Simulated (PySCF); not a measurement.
Li(OH) (HLiO), SMILES [Li][OH].

The structure is a stationary point at B3LYP-D3(BJ)/def2-TZVPD. The isomer is the one that the SMILES or the coordinates give; other isomers of the formula were not compared.

Computed with TDA-PBE/def2-TZVPD run with PySCF 2.14.0.

Vertical excitations; the highest root listed may be one member of a degenerate set. The molecule is in vacuum. State labels are in the subgroup C2v.

| state | symmetry | energy (eV) | λ (nm) | f | main pairs |
|---|---|---|---|---|---|
| S1 | B1 | 3.35 | 371 | 0.025 | HOMO→LUMO (degenerate set) |
| S2 | B2 | 3.35 | 371 | 0.025 | HOMO−1→LUMO (degenerate set) |
| S3 | A1 | 4.99 | 248 | 0.000 | HOMO−1→LUMO+2, HOMO→LUMO+1 (degenerate set) |
| S4 | A2 | 4.99 | 248 | 0.000 | HOMO→LUMO+2, HOMO−1→LUMO+1 (degenerate set) |
| S5 | A2 | 5.04 | 246 | 0.000 | HOMO−1→LUMO+1 50 %, HOMO→LUMO+2 50 % |
| S6 | B1 | 5.18 | 239 | 0.049 | HOMO→LUMO+3 (degenerate set) |
| S7 | B2 | 5.18 | 239 | 0.049 | HOMO−1→LUMO+3 (degenerate set) |
| S8 | A1 | 5.39 | 230 | 0.040 | HOMO→LUMO+1 46 %, HOMO−1→LUMO+2 46 % |
| S9 | B1 | 6.20 | 200 | 0.002 | HOMO→LUMO+4 (degenerate set) |
| S10 | B2 | 6.20 | 200 | 0.002 | HOMO−1→LUMO+4 (degenerate set) |
| T1 | B1 | 3.26 | 380 | 0 | HOMO→LUMO (degenerate set) |
| T2 | B2 | 3.26 | 380 | 0 | HOMO−1→LUMO (degenerate set) |
| T3 | A1 | 4.74 | 262 | 0 | HOMO−1→LUMO+2 50 %, HOMO→LUMO+1 50 % |
| T4 | A1 | 4.87 | 255 | 0 | HOMO→LUMO+1 50 %, HOMO−1→LUMO+2 50 % |
Triplets are in the Tamm–Dancoff approximation.
